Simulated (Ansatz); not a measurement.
# How methods differ on CH3In (SMILES C[In])

CH3In has 5 atoms, charge 0, and is taken as a singlet. As SMILES, `C[In]`. The coordinates come from a PBE0-D4/def2-TZVP relaxation. The run starts from this shape.

Quantity: the adiabatic ionisation energy (to the doublet cation, no zero-point term), in eV. The values are calculated.

```
                                level           kind  program  value (eV)
     SVWN5/def2-TZVP (core potential)            LDA   Ansatz        7.61
PBE-D3(BJ)/def2-TZVP (core potential)            GGA   Ansatz        7.29
    r2SCAN/def2-TZVP (core potential)       meta-GGA   Ansatz        7.23
  B3LYP-D4/def2-TZVP (core potential)  global hybrid   Ansatz        7.34
```

Spin-orbit coupling, which can split open shells on such heavy atoms by tenths of an eV, is left out. The values span 7.23 to 7.61 eV.
